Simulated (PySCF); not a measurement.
Mapped SMILES: `[SiH3:1][O:2][SiH2:3][Si:4]([SiH3:5])([SiH3:6])[Cl:7]`. Hydrogens are named by the atom that carries them.

Theoretical values (PySCF 2.14.0 with density-fitted response routines): NMR shieldings at PBE0/pcSseg-1/GIAO, structure optimised with GFN2-xTB. Non-relativistic Hamiltonian, single conformer, no solvent model, equivalent nuclei averaged.

Referencing at the same level of theory: TMS for ¹H, ²⁹Si; ¹⁷O vs H2O; HCl for ³⁵Cl.

```
        atoms  nucleus  count  δ (ppm)
      Si5/Si6     ²⁹Si      2        ?
       H(Si1)       ¹H      3     4.99
          Si1     ²⁹Si      1    -42.3
          Cl7     ³⁵Cl      1        ?
           O2      ¹⁷O      1        ?
       H(Si3)       ¹H      2     5.73
          Si3     ²⁹Si      1    -28.7
H(Si5)/H(Si6)       ¹H      6     3.87
          Si4     ²⁹Si      1    -27.3
```

**Question.** Fill in the missing shifts.

**Answer.** 
- Si5/Si6: -102.1 ppm, silicon bonded to Si, 3 H
- O2: -3.9 ppm, oxygen bonded to 2 Si
- Cl7: -116 ppm, chlorine bonded to Si

Experimental scales use liquid or dissolved standards, which lie at an offset from isolated H2O (liquid H2O: subtract about 36 ppm).
